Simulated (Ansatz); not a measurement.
Species: C2H2F, charge 0, doublet. C2H2F (SMILES [H]/[C]=C/F, doublet).
B3LYP-D3(BJ)/def2-TZVP minimum from Ansatz (a quantum-chemistry and plane-wave program):
```xyz
5

F     -0.5139     0.8957     0.4852
C     -0.2436    -0.2776    -0.1254
C      0.9630    -0.6754    -0.4015
H     -1.1515    -0.8328    -0.3501
H      1.4609    -1.5108    -0.8553
```
Charge 0, spin multiplicity 2.

Total energies in cc-pVDZ, 17 correlated electrons, 3 frozen orbitals. Radicals and triplets start from unrestricted determinants; spin-orbit coupling is neglected. Cores are frozen in correlated methods. No relativity. The UHF reference of C2H2F ([H]/[C]=C/F, doublet) is spin-contaminated (<S^2> up to 0.18 over the pure value in the sets run).

| method | program | energy (Eh) | minus CCSDT(Q) (mEh) |
|---|---|---|---|
| HF | Ansatz | -176.24670 | 456.41 |
| MP2 | Ansatz | -176.65411 | 48.99 |
| CCSD | Ansatz | -176.68857 | 14.53 |
| CCSD(T) | Ansatz | -176.70070 | 2.40 |
| CCSDT(Q) | Ansatz | -176.70310 | 0.00 |

Rough core times of Ansatz's runs on a shared machine: CCSD(T) under 20 s, CCSDT(Q) 4 min.
